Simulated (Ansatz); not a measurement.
```xyz
14

Si   -1.494    0.791   -1.695
Si    0.329    1.550   -0.445
Ge    1.532   -0.316    0.418
Si    0.095   -1.695    1.719
H    -2.406    0.008   -0.818
H    -2.257    1.920   -2.291
H    -1.017   -0.096   -2.791
H     1.219    2.391   -1.293
H    -0.155    2.382    0.691
H     2.721    0.161    1.274
H     2.100   -1.135   -0.756
H    -0.511   -0.896    2.816
H     0.840   -2.838    2.312
H    -0.995   -2.227    0.859
```

Total charge 0; spin multiplicity 1.

Problem. List the B3LYP/def2-TZVPP orbital energies in eV (Ansatz). (Estimate.)

Solution. Ansatz gave: Occupied: -10850.06, -1799.02, -1798.97, -1798.92, -1354.48, -1205.38, -1205.37, -1205.37, -168.98, -143.58, -143.55, -143.50, -119.22, -119.22, -119.22, -98.90, -98.89, -98.88, -98.86, -98.85, -98.85, -98.80, -98.80, -98.80, -32.79, -32.77, -32.75, -32.72, -32.72, -16.17, -15.18, -14.17, -13.20, -10.19, -10.09, -9.83, -9.65, -9.43, -9.29, -8.65, -8.03, -7.61. Lowest empty: -0.47, -0.32, -0.05, 0.10, 0.21, 0.44, 0.81, 1.01.

B3LYP here is the variant with VWN-RPA as its local correlation; programs differ in this.
